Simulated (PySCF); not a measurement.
C2H4F2OSi, SMILES O=C[Si@@H](F)CF. Atoms are numbered in the order given.

```xyz
10

O      1.8073     0.3808    -1.6707
C      1.7870     0.0810    -0.4954
Si     0.1131    -0.4907     0.2635
F      0.2412    -0.4748     1.8894
C     -1.1881     0.7412    -0.3338
F     -2.4683     0.2516    -0.1186
H      2.7262     0.1393     0.1235
H     -0.2082    -1.8726    -0.1706
H     -1.0320     0.9171    -1.4144
H     -1.0769     1.7150     0.1776
```

Geometry: B3LYP-D3(BJ)/def2-SVP. The structure was generated by enumeration; whether it is a known compound was not checked. The values are those of a single conformer.

Calculation: PBE/pcSseg-1 run with PySCF.

GIAO shieldings, no solvent; atoms listed in one row are averaged. δ = σ(ref) − σ: ¹⁷O against H2O (σ = 334.3 ppm); ¹³C against TMS (σ = 182.0 ppm); ²⁹Si against TMS (σ = 335.4 ppm); ¹⁹F against CFCl3 (σ = 133.6 ppm); ¹H against TMS (σ = 31.49 ppm), references at their B3LYP-D3(BJ)/def2-TZVP geometries, non-relativistic.

| nucleus | atoms | count | δ (ppm) |
|---|---|---|---|
| ¹⁷O | O1 | 1 | 953.3 |
| ¹³C | C2 | 1 | 251.9 |
| ¹³C | C5 | 1 | 84.2 |
| ²⁹Si | Si3 | 1 | -17.4 |
| ¹⁹F | F4 | 1 | -242.3 |
| ¹⁹F | F6 | 1 | -331.8 |
| ¹H | H7 | 1 | 12.71 |
| ¹H | H8 | 1 | 5.54 |
| ¹H | H10 | 1 | 5.11 |
| ¹H | H9 | 1 | 4.90 |
